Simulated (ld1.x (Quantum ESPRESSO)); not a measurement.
Transferability test, RRKJ potential for B (Z = 5)

```
Element                 : boron
Generator               : ld1.x (Quantum ESPRESSO) 7.5
Type                    : norm-conserving RRKJ (Kleinman–Bylander form)
Functional              : LDA (PZ)
Relativity              : scalar-relativistic
Frozen core             : [He]
Valence charge          : 3
Reference configuration : 2s1.5 2p1.5
Partial waves           : 2s (bound): rc 1.10 bohr; 3d channel at 0.2 Ry: rc 3.30 bohr; 2p (bound): rc 3.05 bohr
Local potential         : the p channel
Core correction         : Bessel-smoothed model core inside 1.05 bohr
```

Energies are relative to the spin-unpolarised reference configuration 2s1.5 2p1.5; without spin polarisation the order of configurations can differ from experiment. Spin-polarised rows fill each open shell by Hund’s rule, majority spin first.

```
       valence configuration  charge  ΔE all-electron (eV)  error AE − PS (meV)
                     2s2 2p1       0                -2.839                 -3.2
                     2s2 2p0      +1                 5.488                 +114
                     2s1 2p0      +2                30.792                 +373
                     2s0 2p3       0                 8.562                  -26
                   2s2 2p0.5    +0.5                 0.104                  +22
                   2s2 2p1.3    -0.3                -3.611                 -8.7
                     2s1 2p2       0                 2.847                 -3.1
2s1.5 2p1.5 (spin-polarised)       0                -1.049                  +32
    2s2 2p1 (spin-polarised)       0                -3.074                 +2.2
```
